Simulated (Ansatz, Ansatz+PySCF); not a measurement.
```xyz
2

H     0.0000    0.0000   -1.8207
Cl    0.0000    0.0000    0.1071
```

Basis set: cc-pVDZ (spherical functions). Frozen core: 5 orbitals. Charge 0, multiplicity 1.

Computed with Ansatz (development build ahead of 0.2.0); each method stands on the lowest determinant of its kind that the runs found. Restricted open shells among the atoms or ions are ROHF, correlated in semicanonical orbitals with singles. Restricted functionals stand beside restricted open-shell atoms, which can lie above the unrestricted atoms usual in DFT and then raise those values.

The atomization energy at this shape (free ground-state atoms in the same class of orbitals less the molecule, no zero-point energy) of singlet HCl:

| method | atomization energy |
| --- | --- |
| ωB97X (restricted) | 182.9 kJ/mol |
| ωB97X (unrestricted) | 179.3 kJ/mol |
| r²SCAN (unrestricted) | 204.6 kJ/mol |
| r²SCAN (restricted) | 209.8 kJ/mol |
| PBE0 (unrestricted) | 190.0 kJ/mol |
| PBE0 (restricted) | 193.9 kJ/mol |
| PBE (restricted) | 223.8 kJ/mol |
| PBE (unrestricted) | 221.2 kJ/mol |
| RHF-CCSD(T) | 184.6 kJ/mol |
| UHF-CCSD(T) | 181.8 kJ/mol |
| RHF-MP2 | 156.5 kJ/mol |
| UHF-MP2 | 115.8 kJ/mol |
| UHF | 67.0 kJ/mol |

Task: What does RHF give?

Result: 46.0 kJ/mol. Caution for RHF-CCSD(T), RHF-MP2, RHF: an unrestricted determinant lies well below. Caution for RHF-CCSD(T), RHF-MP2: bonds are stretched, where a single reference can fail. Caution for UHF-CCSD(T), UHF-MP2: a plain start can end on a higher determinant; large amplitudes, a single reference is doubtful. Caution for UHF-CCSD(T), UHF-MP2, UHF: the unrestricted determinant is spin contaminated. Caution for UHF-MP2: another reference gives a lower total.
